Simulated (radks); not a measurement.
Charge is removed step by step from the 3p down level of Ar+, starting from [Ne] 3s2 3p(up 3, down 2). Calculated with a radial shooting solver on a logarithmic mesh with Libxc functionals: scalar-relativistic Kohn-Sham, PBE, spin-polarised, spherical densities, point nucleus.

removed (e)	E - E(0) (eV)	eigenvalue (eV)	E minus straight line (eV)
0	0.000	-21.554	0.000
0.25	5.764	-24.571	-1.159
0.5	12.290	-27.653	-1.555
0.75	19.594	-30.793	-1.173
1	27.689	-33.982	0.000

Removing the whole electron costs 27.689 eV by Delta-SCF, against 21.554 eV from minus the eigenvalue at the starting occupation. Slater's transition state (half an electron removed) gives 27.653 eV. Integrating minus the eigenvalue over the occupation (Janak's theorem) gives 27.692 eV. In this scalar-relativistic scheme the density is built from large components alone, so the theorem holds only approximately. The mean slope of the eigenvalue, de/dn, is 12.4 eV per electron. Ionisation energy of Ar+ in the NIST Atomic Spectra Database: 27.630 eV (measured).
